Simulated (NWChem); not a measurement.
Si2H2, singlet; SMILES [Si]=[SiH2]

Computed with NWChem. Pople sets run with spherical d functions. Low-valent species are run as closed-shell singlets; no triplet was tried in these runs. The level has its own optimisation; frequencies are unscaled.

### Question
Predict the results for Hartree-Fock/6-31G*. Quantities: r Si–Si (Å); r H–Si (Å); highest harmonic frequency (cm⁻¹); lowest (cm⁻¹); zero-point energy (kcal/mol).

### Answer
```
Property                           Result
---------------------------------  ------
r Si–Si (Å)                         2.187
r H–Si (Å)                          1.474
highest harmonic frequency (cm⁻¹)    2395
lowest (cm⁻¹)                         355
zero-point energy (kcal/mol)         10.2
```
